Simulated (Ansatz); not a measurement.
One geometry of C$_{2}$H$_{7}$ClSi$_{2}$, SMILES `C[Si]1(Cl)C[SiH2]1`, several functionals.

```yaml
crystal:
  periodic: [false, false, false]
  atoms:
    - {symbol: C, position_ang: [-1.087883, -0.221872, 1.305098]}
    - {symbol: Si, position_ang: [0.500818, -0.117507, 0.365590]}
    - {symbol: Cl, position_ang: [2.084058, -0.663599, 1.552532]}
    - {symbol: C, position_ang: [0.627905, -0.574717, -1.382701]}
    - {symbol: Si, position_ang: [0.741849, 1.380038, -1.633477]}
    - {symbol: H, position_ang: [-1.920994, 0.039928, 0.650785]}
    - {symbol: H, position_ang: [-1.078637, 0.460324, 2.156804]}
    - {symbol: H, position_ang: [-1.229887, -1.238466, 1.679172]}
    - {symbol: H, position_ang: [-0.260888, -1.027034, -1.817210]}
    - {symbol: H, position_ang: [1.535341, -1.095469, -1.678879]}
    - {symbol: H, position_ang: [-0.739495, 1.572539, -1.296817]}
    - {symbol: H, position_ang: [0.904714, 1.430635, 0.133106]}
basis:
  gaussian: {orbitals: def2-TZVPP}
hamiltonian: {xc: pbe0, dispersion: d4}
output: {orbitals: {seedname: orbitals}}
```

```sh
$ ansatz run in.yaml --threads 4 --pin off --events-out ev --progress --plain --max-ram 10444MiB
```

It prints (some lines left out):

```
Functional definition: PBE0
1680 factors; their error is unknown
mean field evaluation 1: about -30444.2057 eV, gradient 6.9e1 eV
mean field evaluation 2: about -30435.9767 eV, gradient 8.2e1 eV
mean field evaluation 4: about -30454.8979 eV, gradient 4.9e0 eV
mean field evaluation 8: about -30454.9526 eV, gradient 6.6e-2 eV
mean field evaluation 16: about -30455.0104 eV, gradient 8.2e-5 eV
mean field -30455.01041538 eV, -1119.2009896177 hartree, gradient 8.2e-5 eV, S^2 0.000000; 0 other end points of the search recorded, 0 dependent functions left out
reference -30455.01044920 eV, -1119.2009908605 hartree; 32, 32 occupied and 254, 254 virtual orbitals, 1680 factors
Total energy: -30455.30970427 eV, -1119.2119882814 hartree
```

Hardware: 4 threads of an Arm Neoverse V2 on a shared host. Wall time 4.2 s, peak host memory 0.91 GiB.

Changing it to `hamiltonian: {xc: r2scan, dispersion: d4}` and forces (abridged; 6.5 s):

```
Functional definition: r2SCAN
mean field evaluation 16: about -30464.8314 eV, gradient 6.4e-3 eV
mean field -30464.83143344 eV, -1119.5619053744 hartree, gradient 4.8e-5 eV, S^2 0.000000
Total energy: -30464.91687227 eV, -1119.5650451937 hartree
Atom 0 force    -0.010219     0.005851    -0.011608 eV/Å
Atom 1 force    -0.037611    -0.021791    -0.023584 eV/Å
Atom 2 force     0.063849    -0.017277     0.045782 eV/Å
Atom 3 force    -0.004538    -0.048073     0.001122 eV/Å
Atom 4 force    -0.008078     0.056754     0.135219 eV/Å
Atom 5 force     0.007358    -0.010486     0.028669 eV/Å
Atom 6 force    -0.014791    -0.019945    -0.011794 eV/Å
Atom 7 force    -0.007799     0.021640     0.002413 eV/Å
Atom 8 force     0.019237    -0.000177    -0.005216 eV/Å
Atom 9 force    -0.023846    -0.002559    -0.002593 eV/Å
Atom 10 force     0.013643     0.007102    -0.020114 eV/Å
Atom 11 force     0.002796     0.028961    -0.138297 eV/Å
Dipole moment:    -0.405366    -0.276244     0.167329 e Å
```
